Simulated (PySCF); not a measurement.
Mo(O)(Cl)(OH)3 (ClH3MoO4), SMILES [O]=[Mo]([OH])([OH])([OH])[Cl], multiplicity 1.

Coordinates come from a B3LYP-D3(BJ)/def2-SVP optimisation. The spin state was assumed, not searched. The structure was generated by enumeration; whether it is a known compound was not checked. The def2 effective core potentials stand for the cores of Mo; spin–orbit coupling is left out. Other conformers were not sampled.

Method: TDA-B3LYP/def2-SVPD (PySCF).

Vertical excitations. The molecule is in vacuum.

```json
[
 {"state": "S1", "energy (eV)": "3.34", "λ (nm)": "371", "f": "0.001", "main pairs": "HOMO→LUMO 97 %"},
 {"state": "S2", "energy (eV)": "3.57", "λ (nm)": "347", "f": "0.000", "main pairs": "HOMO−1→LUMO 99 %"},
 {"state": "S3", "energy (eV)": "4.16", "λ (nm)": "298", "f": "0.006", "main pairs": "HOMO−3→LUMO 54 %, HOMO−2→LUMO 32 %"},
 {"state": "S4", "energy (eV)": "4.21", "λ (nm)": "294", "f": "0.011", "main pairs": "HOMO−2→LUMO 49 %, HOMO−3→LUMO 33 %, HOMO→LUMO+1 8 %"},
 {"state": "S5", "energy (eV)": "4.32", "λ (nm)": "287", "f": "0.001", "main pairs": "HOMO→LUMO+1 91 %"},
 {"state": "S6", "energy (eV)": "4.56", "λ (nm)": "272", "f": "0.001", "main pairs": "HOMO→LUMO+2 93 %"},
 {"state": "S7", "energy (eV)": "4.61", "λ (nm)": "269", "f": "0.005", "main pairs": "HOMO−4→LUMO 77 %"},
 {"state": "S8", "energy (eV)": "4.65", "λ (nm)": "267", "f": "0.002", "main pairs": "HOMO−1→LUMO+1 97 %"},
 {"state": "S9", "energy (eV)": "4.90", "λ (nm)": "253", "f": "0.002", "main pairs": "HOMO−1→LUMO+2 79 %"},
 {"state": "S10", "energy (eV)": "5.03", "λ (nm)": "246", "f": "0.007", "main pairs": "HOMO−5→LUMO 62 %, HOMO−1→LUMO+2 12 %, HOMO−7→LUMO 11 %"},
 {"state": "T1", "energy (eV)": "3.07", "λ (nm)": "404", "f": "0", "main pairs": "HOMO→LUMO 95 %"},
 {"state": "T2", "energy (eV)": "3.49", "λ (nm)": "356", "f": "0", "main pairs": "HOMO−1→LUMO 86 %"},
 {"state": "T3", "energy (eV)": "3.69", "λ (nm)": "336", "f": "0", "main pairs": "HOMO−2→LUMO 79 %"},
 {"state": "T4", "energy (eV)": "3.82", "λ (nm)": "324", "f": "0", "main pairs": "HOMO−3→LUMO 88 %"}
]
```
Triplets are in the Tamm–Dancoff approximation.
